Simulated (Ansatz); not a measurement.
C2HFSi, SMILES `C#C[Si]F` (lower singlet) (charge 0, multiplicity 1). This singlet lies 1.94 eV below the relaxed triplet at the level B3LYP/cc-pVTZ // PBE0-D3(BJ)/def2-TZVP (Ansatz, a first-principles code).

Method: BLYP/cc-pVTZ // PBE0-D3(BJ)/def2-TZVP (Ansatz).

Ansatz 0.2 input:
```yaml
crystal:
  periodic: [false, false, false]
  atoms:
    - { symbol: C, position_ang: [-1.313447, -0.295587, 0.702098] }
    - { symbol: C, position_ang: [-0.129903, -0.166534, 0.475383] }
    - { symbol: Si, position_ang: [1.670532, -0.342639, 0.065247] }
    - { symbol: F, position_ang: [2.129629, 1.192315, 0.237042] }
    - { symbol: H, position_ang: [-2.356803, -0.38755, 0.905794] }
basis:
  gaussian: { orbitals: cc-pVTZ }
hamiltonian:
  xc: blyp
```

Output:

```
Functional definition: BLYP
809 factors; their error is unknown
mean field evaluation 1: about -12674.9618 eV, gradient 6.7e1 eV
mean field evaluation 2: about -12610.4025 eV, gradient 1.5e2 eV
mean field evaluation 4: about -12682.1284 eV, gradient 3.3e1 eV
mean field evaluation 8: about -12684.7686 eV, gradient 1.2e-1 eV
mean field evaluation 16: about -12684.7334 eV, gradient 7.0e-5 eV
mean field -12684.73336808 eV, -466.1553532559 hartree, gradient 7.0e-5 eV, S^2 0.000000; 0 other end points of the search recorded, 0 dependent functions left out
reference -12684.73364525 eV, -466.1553634415 hartree; 18, 18 occupied and 120, 120 virtual orbitals, 809 factors
Total energy: -12684.73364525 eV, -466.1553634415 hartree
```
